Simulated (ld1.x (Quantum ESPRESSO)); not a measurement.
## Cutoff test, tellurium (Te), TM

```
Element                 : tellurium (Te)
Generator               : ld1.x (Quantum ESPRESSO) 7.5
Type                    : norm-conserving Troullier–Martins (Kleinman–Bylander form)
Functional              : PW91
Relativity              : scalar-relativistic
Frozen core             : [Kr] 4d10
Valence charge          : 6
Reference configuration : 5s2 5p2 (charge +2)
Partial waves           : 5s (bound): rc 1.30 bohr; 5p (bound): rc 1.80 bohr
Local potential         : all-electron potential smoothed inside 1.25 bohr (lloc = -1)
Core correction         : none
```

The pseudo-atom Hamiltonian at the reference potential is diagonalised in spherical Bessel functions j_l(qr) that vanish at 20 bohr, with q² up to the cutoff. All-electron valence levels (Ry): 5s -2.4124, 5p -1.6456.

Task: How do the lowest levels (Ry) of each channel move with the cutoff, and are there ghosts?

Result:

```csv
cutoff (Ry),s #1,s #2,p #1,p #2,p #3,d #1,d #2,f #1,Σ f·Δε (mRy)
8,-2.4696,-0.7624,-1.6283,-0.5789,-0.2803,-1.3274,-0.4492,-0.3379,148.9
21,-4.6697,-1.6995,-1.6463,-0.5820,-0.2838,-2.3132,-0.5891,-0.3448,1427.2
45,-9.1564,-2.3957,-3.3129,-1.6451,-0.5747,-2.9832,-0.6576,-0.3472,34.1
80,-9.4855,-2.4047,-3.6529,-1.6455,-0.5757,-3.0819,-0.6683,-0.3475,15.4
140,-9.5162,-2.4106,-3.6702,-1.6456,-0.5757,-3.0851,-0.6687,-0.3475,3.4
260,-9.5197,-2.4122,-3.6702,-1.6456,-0.5757,-3.0851,-0.6687,-0.3475,0.3
400,-9.5200,-2.4123,-3.6702,-1.6456,-0.5757,-3.0851,-0.6687,-0.3475,0.0
```

Result: ghost states, extra bound levels that the all-electron valence spectrum of the same l lacks: s at -129.5 eV, p at -49.9 eV, d at -42.0 eV (a true bound ghost makes a file unfit for plane-wave use); 10 mRy is reached at 110 Ry and 1 mRy at 200 Ry.
